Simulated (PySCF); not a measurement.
In(OH)(SH)2 (H3InOS2), SMILES [OH][In]([SH])[SH]. Atoms are numbered in the order given.

```xyz
7

In     0.2293    -0.0049     0.0000
O      2.2342    -0.0171     0.0000
H      2.6121     0.8737     0.0000
S     -1.0341     2.0650     0.0000
H      0.0807     2.8345     0.0000
S     -0.8243    -2.1710     0.0000
H     -2.0686    -1.6356     0.0000
```
Charge 0, spin multiplicity 1.

The structure is a stationary point at B3LYP-D3(BJ)/def2-SVP. The def2 effective core potentials stand for the cores of In; spin–orbit coupling is left out. One conformer was computed; it need not be the lowest.

The numbers are results of B3LYP/def2-TZVP in PySCF, not measurements.

Symmetry labels are those of the subgroup Cs that the program uses (full group Cs).

### Question
List the valence orbital energies around the gap with their symmetry. (An estimate is asked for; the answer gives what the named calculation found.)

### Answer

| orbital | symmetry | energy (eV) |
|---|---|---|
| HOMO−7 | A' | -11.58 |
| HOMO−6 | A' | -11.18 |
| HOMO−5 | A' | -10.44 |
| HOMO−4 | A' | -8.81 |
| HOMO−3 | A" | -8.61 |
| HOMO−2 | A' | -8.26 |
| HOMO−1 | A" | -7.66 |
| HOMO | A" | -7.37 |
| LUMO | A' | -2.34 |
| LUMO+1 | A" | -1.26 |
| LUMO+2 | A' | -0.25 |
| LUMO+3 | A' | -0.12 |
